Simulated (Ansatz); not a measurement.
C$_{3}$H$_{11}$GaS (`[CH3][Ga-]([CH3])([CH3])[SH2+]`). The species carries charge 0 and has multiplicity 1.

```xyz
16

C    -0.005   -1.614    1.089
Ga    0.330   -0.063   -0.112
C     0.157   -0.320   -2.075
C     1.390    1.469    0.577
S    -2.075    1.124    0.208
H     0.880   -2.258    1.112
H    -0.841   -2.230    0.746
H    -0.202   -1.304    2.119
H    -0.677   -0.978   -2.336
H     0.028    0.628   -2.603
H     1.067   -0.787   -2.464
H     1.227    2.377   -0.008
H     2.457    1.233    0.517
H     1.169    1.688    1.625
H    -2.805    0.007    0.056
H    -2.099    1.028    1.548
```

Question: What are the harmonic wavenumbers in cm⁻¹ at PBE0-D4/def2-TZVP (Ansatz, finite differences of forces, unscaled)? (Best estimate.)

Answer: Ansatz gave: 59, 89, 94, 100, 102, 115, 138, 148, 148, 155, 354, 380, 520, 564, 567, 641, 649, 657, 736, 759, 761, 1201, 1217, 1218, 1223, 1447, 1448, 1449, 1456, 1457, 1461, 2716, 2730, 3035, 3038, 3039, 3112, 3114, 3115, 3124, 3129, 3130.

Question: Is this a minimum?

Answer: Yes, all 42 modes are real.

Question: Give the ideal-gas thermochemistry at 298.15 K and 1 bar (rigid rotor, harmonic oscillator; point group Cs, symmetry number 1).

Answer: Zero-point energy 326.5 kJ/mol; H(298) − E = 360.4 kJ/mol; entropy 451.0 J/(mol·K), of which translation 171.3, rotation 118.3, vibration 161.4; G(298) − E = 226.0 kJ/mol. Modes under 100 cm⁻¹ are hindered rotations or soft bends, so the harmonic entropy is rough.

Question: Rotational constants (cm⁻¹)?

Answer: 0.08423, 0.05419, 0.05405.
